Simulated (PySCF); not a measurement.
Computed with PySCF and rigid-rotor harmonic-oscillator thermochemistry at 1 bar. 'Table' is the NASA 1993 thermochemical table (part measured, part estimated). All species are closed-shell singlets. Mo: scalar-relativistic def2 core potential, no spin-orbit coupling. The harmonic model lacks anharmonicity and excited electronic states, which grow with temperature; levels with a mode under 35 cm⁻¹ are left out. Soft modes under 120 cm⁻¹ make the harmonic entropy rough for Mo2O6. The table's entry may be an old estimate for Mo2O6 (not checked at source).

Harmonic frequencies at PBE/def2-SVP (cm⁻¹): 75, 153, 155, 173, 216, 230, 266, 314, 334, 375, 478, 639, 684, 695, 993, 995, 1002, 1014. Point group D2h; S°(298 K) = 390.1 J/mol/K at this level.

### Question
Work out Cp and S° of gaseous Mo2O6 at 500, 800, 1200, 1600, 2000 K from these, and set them beside the table.

### Answer
```csv
T (K),Cp PBE/def2-SVP,Cp table,S° PBE/def2-SVP,S° table
500,156.0,156.3,464.4,461.8
800,170.6,170.9,541.5,539.2
1200,177.1,178.6,612.1,610.0
1600,179.6,181.7,663.5,661.9
2000,180.7,181.5,703.7,702.5
```
Units J/mol/K.
